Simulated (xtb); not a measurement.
C5H5 (SMILES [C]1=CCC=C1), doublet, geometry from GFN2-xTB. Base run: xtb with GFN1-xTB.

xtb was given this input:
```
$ xtb mol.xyz --gfn 1 --uhf 1 --json

# file mol.xyz
10

C      0.63271514     1.00377510    -0.40823242
C     -0.64793927     1.06040529    -0.07785499
C     -1.05254388    -0.32906073     0.36072405
C      0.21826404    -1.11001148     0.20499239
C      1.19566152    -0.31001763    -0.24738771
H     -1.32339526     1.89236723    -0.09407463
H     -1.40643665    -0.32920901     1.39341395
H     -1.85258904    -0.72383046    -0.26838099
H      0.29005654    -2.15803073     0.43458780
H      2.21541917    -0.57184028    -0.45899413
```

Each row names what was changed in the base input (with any setting that the change needs).

| change | ΔE vs base (kJ/mol) | dipole (D) | G_solv (kcal/mol) | SCF cycles |
|---|---|---|---|---|
| base | 0.00 | 1.63 | - | 9 |
| acc = 1000 | 0.00 | 1.63 | - | 5 |
| gbsa = toluene | -16.72 | 1.80 | -4.04 | 9 |
| alpb = cs2 | -14.09 | 1.73 | -3.39 | 9 |
| acc = 0.1 | 0.00 | 1.63 | - | 11 |
| etemp = 1000 | -0.01 | 1.63 | - | 9 |
| etemp = 3000 | -4.53 | 1.80 | - | 9 |
| file = coord | 0.00 | 1.63 | - | 9 |

ALPB and GBSA are two models with their own fitted parameters for each solvent, which aren't always the measured dielectric constant.
